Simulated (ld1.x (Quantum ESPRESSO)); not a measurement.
Reading a pseudo-wave (cadmium)

Columns: radius, all-electron u(r) and pseudo u(r) of the 4d shell (level -11.73 eV) of cadmium in the configuration [Kr] 4d10 5s2 5p0; PBE, scalar-relativistic, RRKJ scheme, ld1.x (Quantum ESPRESSO) 7.5.

```json
{"r (bohr)": "0.145", "all-electron": "0.3912", "pseudo": "-0.0144"}
{"r (bohr)": "0.290", "all-electron": "0.3853", "pseudo": "-0.1038"}
{"r (bohr)": "0.435", "all-electron": "-0.0664", "pseudo": "-0.2939"}
{"r (bohr)": "0.580", "all-electron": "-0.5082", "pseudo": "-0.5456"}
{"r (bohr)": "0.725", "all-electron": "-0.7915", "pseudo": "-0.7815"}
{"r (bohr)": "0.870", "all-electron": "-0.9205", "pseudo": "-0.9332"}
{"r (bohr)": "1.015", "all-electron": "-0.9425", "pseudo": "-0.9767"}
{"r (bohr)": "1.160", "all-electron": "-0.9028", "pseudo": "-0.9340"}
{"r (bohr)": "1.305", "all-electron": "-0.8326", "pseudo": "-0.8482"}
{"r (bohr)": "1.450", "all-electron": "-0.7508", "pseudo": "-0.7545"}
{"r (bohr)": "1.595", "all-electron": "-0.6678", "pseudo": "-0.6679"}
{"r (bohr)": "1.740", "all-electron": "-0.5889", "pseudo": "-0.5889"}
{"r (bohr)": "1.885", "all-electron": "-0.5166", "pseudo": "-0.5166"}
{"r (bohr)": "2.030", "all-electron": "-0.4517", "pseudo": "-0.4517"}
{"r (bohr)": "2.175", "all-electron": "-0.3940", "pseudo": "-0.3940"}
{"r (bohr)": "2.320", "all-electron": "-0.3433", "pseudo": "-0.3433"}
{"r (bohr)": "2.465", "all-electron": "-0.2989", "pseudo": "-0.2989"}
{"r (bohr)": "2.610", "all-electron": "-0.2601", "pseudo": "-0.2601"}
{"r (bohr)": "2.755", "all-electron": "-0.2263", "pseudo": "-0.2263"}
{"r (bohr)": "2.900", "all-electron": "-0.1968", "pseudo": "-0.1968"}
{"r (bohr)": "3.045", "all-electron": "-0.1712", "pseudo": "-0.1712"}
{"r (bohr)": "3.190", "all-electron": "-0.1489", "pseudo": "-0.1489"}
{"r (bohr)": "3.335", "all-electron": "-0.1295", "pseudo": "-0.1295"}
{"r (bohr)": "3.480", "all-electron": "-0.1127", "pseudo": "-0.1127"}
{"r (bohr)": "3.625", "all-electron": "-0.0980", "pseudo": "-0.0980"}
{"r (bohr)": "3.770", "all-electron": "-0.0853", "pseudo": "-0.0853"}
```

(1) How many radial nodes do the two functions have?

(2) At about which radius was the pseudo-wave matched?

(3) Is the pseudo-wave norm-conserving?

## Answers

(1) The all-electron 4d function has n − l − 1 = 1; the pseudo-wave has 0, since the states of the same l below it are removed with the core.

(2) 1.65 bohr, where the columns begin to agree (steps of 0.14 bohr).

(3) Yes: the RRKJ scheme keeps the norm inside the radius equal to the all-electron one, which fixes the energy derivative of the logarithmic derivative at the level.
